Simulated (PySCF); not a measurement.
This PySCF input asks for the NMR shieldings of `C/N=C\COC[Si@H](C)[SiH3]`, C₅H₁₅NOSi₂; the geometry comes from GFN2-xTB.

```python
import basis_set_exchange as bse
import numpy as np
from pyscf import gto, dft
from pyscf.prop import nmr

atoms = """
C     4.489853    0.260647    0.168355
N     3.626800   -0.024128   -0.937627
C     2.406136    0.261979   -0.952277
C     1.559875    0.933751    0.103005
O     0.188626    0.911309   -0.208166
C    -0.423920   -0.350716   -0.026654
Si   -2.243777   -0.129386   -0.582653
C    -2.973344    1.296584    0.446267
Si   -3.411212   -2.112957   -0.293050
H     4.997916   -0.667446    0.433895
H     4.001679    0.679111    1.054527
H     5.250463    0.959660   -0.182492
H     1.867057    0.009543   -1.860735
H     1.836359    1.993319    0.165444
H     1.732132    0.469269    1.088668
H    -0.337824   -0.657257    1.026878
H     0.088563   -1.120225   -0.618761
H    -2.167405    0.315699   -1.986462
H    -3.044995    1.033816    1.499193
H    -3.971313    1.556595    0.104401
H    -2.352291    2.184844    0.371312
H    -2.842292   -3.241879   -1.035365
H    -4.797717   -1.980988   -0.747063
H    -3.491105   -2.561381    1.102610
"""
names = dict.fromkeys(["C", "N", "O", "Si", "H"], "pcSseg-1")
basis = {el: gto.basis.parse(bse.get_basis(n, elements=[el], fmt="nwchem")) for el, n in names.items()}
mol = gto.M(atom=atoms, basis=basis, charge=0, verbose=0)
mf = dft.RKS(mol, xc="PBE0")
mf.grids.level = 2
mf.grids.alignment = dft.numint.BLKSIZE   # the property module wants whole blocks of grid points
mf.conv_tol = 1e-9
mf.kernel()

calc = nmr.RKS(mf)   # GIAO
C = mf.mo_coeff
Co = C[:, mf.mo_occ > 0]
resp = mf.gen_response(singlet=True, hermi=2)
def vind(x):   # induced exchange potential for any number of trial vectors
    d = np.einsum("pi,xij,qj->xpq", C, 2 * x.reshape(-1, C.shape[1], Co.shape[1]), Co, optimize=True)
    return np.einsum("xpq,pi,qj->xij", resp(d - d.transpose(0, 2, 1)), C, Co, optimize=True).ravel()
mo1, _ = nmr.rhf.solve_mo1(calc, with_cphf=vind)
sigma = calc.kernel(mo1)
for i, s in enumerate(sigma):   # ppm
    w = np.linalg.eigvalsh((s + s.T) / 2)
    print("%2d %-2s iso %8.1f  s11 %8.1f  s22 %8.1f  s33 %8.1f" % (i, mol.atom_pure_symbol(i), w.mean(), *w))
```

Task: What does it print?

Result: 
```
 0 C  iso    144.5  s11    122.3  s22    136.8  s33    174.2
 1 N  iso   -118.8  s11   -504.9  s22   -129.4  s33    278.0
 2 C  iso     16.3  s11    -86.0  s22     32.6  s33    102.2
 3 C  iso    112.1  s11     87.4  s22     97.6  s33    151.4
 4 O  iso    319.7  s11    296.4  s22    317.9  s33    344.7
 5 C  iso    123.3  s11     84.3  s22    107.0  s33    178.7
 6 Si iso    392.7  s11    356.9  s22    403.1  s33    418.1
 7 C  iso    193.9  s11    188.7  s22    192.7  s33    200.3
 8 Si iso    471.3  s11    458.6  s22    469.2  s33    486.1
 9 H  iso     27.9  s11     25.3  s22     26.4  s33     32.0
10 H  iso     28.4  s11     24.0  s22     29.6  s33     31.7
11 H  iso     28.0  s11     25.4  s22     26.2  s33     32.4
12 H  iso     23.9  s11     21.5  s22     22.1  s33     28.1
13 H  iso     27.2  s11     21.9  s22     27.0  s33     32.7
14 H  iso     27.5  s11     22.4  s22     27.2  s33     33.1
15 H  iso     28.8  s11     24.8  s22     28.5  s33     33.0
16 H  iso     28.0  s11     23.2  s22     28.9  s33     32.1
17 H  iso     27.2  s11     24.2  s22     25.4  s33     32.1
18 H  iso     31.7  s11     27.6  s22     28.9  s33     38.6
19 H  iso     31.6  s11     26.8  s22     28.5  s33     39.6
20 H  iso     30.8  s11     25.0  s22     29.5  s33     37.7
21 H  iso     28.4  s11     24.8  s22     26.3  s33     34.2
22 H  iso     28.4  s11     25.0  s22     26.0  s33     34.3
23 H  iso     28.4  s11     25.1  s22     26.5  s33     33.7
```

These numbers come from an equivalent density-fitted implementation of the same equations, which agrees with the script to about 0.01 ppm for H and up to a few tenths of a ppm for heavy atoms, so last digits may differ.

Task: Turn these shieldings into chemical shifts. δ = σ(ref) − σ, references computed at the same level: 13C (σ = 186.93 ppm) and 29Si (σ = 349.16 ppm) and 1H (σ = 31.72 ppm) vs TMS; 15N (σ = 267.73 ppm) against NH3; H2O for 17O (σ = 336.08 ppm).

Result: Averaging equivalent atoms: C 2: 170.7; C 3: 74.8; C 5: 63.6; C 0: 42.5; C 7: -7.0; N 1: 386.5; O 4: 16.4; Si 6: -43.5; Si 8: -122.2; H 12: 7.83; H 13: 4.54; H 17: 4.47; H 14: 4.18; H 16: 3.67; H 9/10/11: 3.61; H 21/22/23: 3.28; H 15: 2.95; H 18/19/20: 0.37 ppm. Experimental scales use liquid or dissolved standards, which lie at an offset from isolated NH3 (liquid NH3: subtract about 20 ppm) and H2O (liquid H2O: subtract about 36 ppm). Unscaled 15N shifts of sp2 nitrogen come out 20 to 40 ppm too high even then.

Size and cost of the density-fitted run: 242 basis functions, 110 s wall time on 1 thread of an Arm Neoverse N1, shared host; peak memory 1.1 GiB.
